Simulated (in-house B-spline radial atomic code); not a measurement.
# Ionising Tc with different functionals

Computed with an all-electron radial atomic-structure program (B-spline basis): four-component Dirac-Coulomb Hamiltonian, Fermi nucleus of rms radius 4.41117 fm, spin-restricted, spherical fractional occupations for the functionals. The ionisation energy is the difference of two self-consistent energies, [Kr] 4d5 5s2 → [Kr] 4d5 5s1, without Breit or QED terms; ε is the level of the shell that loses the electron (mean over j).

Hybrids are left out here: with spherical fractional occupations of an open shell their exact exchange keeps a self-interaction that integer-occupation calculations don't have.

```json
{"method": "LDA VWN5", "rung": "LDA", "ΔSCF (eV)": "8.42", "-ε(5s) (eV)": "5.26"}
{"method": "relativistic LDA", "rung": "LDA", "ΔSCF (eV)": "8.41", "-ε(5s) (eV)": "5.24"}
{"method": "LDA PW92", "rung": "LDA", "ΔSCF (eV)": "8.42", "-ε(5s) (eV)": "5.26"}
{"method": "LDA exchange-only", "rung": "LDA", "ΔSCF (eV)": "7.43", "-ε(5s) (eV)": "4.31"}
{"method": "PBE", "rung": "GGA", "ΔSCF (eV)": "8.15", "-ε(5s) (eV)": "5.04"}
{"method": "PBEsol", "rung": "GGA", "ΔSCF (eV)": "8.20", "-ε(5s) (eV)": "5.08"}
{"method": "BLYP", "rung": "GGA", "ΔSCF (eV)": "8.12", "-ε(5s) (eV)": "4.96"}
{"method": "RPBE", "rung": "GGA", "ΔSCF (eV)": "8.04", "-ε(5s) (eV)": "4.96"}
{"method": "PW91", "rung": "GGA", "ΔSCF (eV)": "8.22", "-ε(5s) (eV)": "5.10"}
{"method": "BP86", "rung": "GGA", "ΔSCF (eV)": "8.35", "-ε(5s) (eV)": "5.21"}
{"method": "AM05", "rung": "GGA", "ΔSCF (eV)": "8.13", "-ε(5s) (eV)": "5.01"}
{"method": "OLYP", "rung": "GGA", "ΔSCF (eV)": "7.78", "-ε(5s) (eV)": "4.71"}
```

(1) How do they compare with the NIST value?

Answers

(1) NIST lists 7.119 eV (measured, ground level to ground level). Errors run from +0.31 to +1.30 eV. The correlated functionals all miss on the same side by more than they spread, so the cause is common to them (Breit-QED terms, spin polarisation, the choice among j levels, multiplet and fine-structure energies, or a listed next ion that isn't the cheapest removal here) and closeness doesn't rank the functionals.
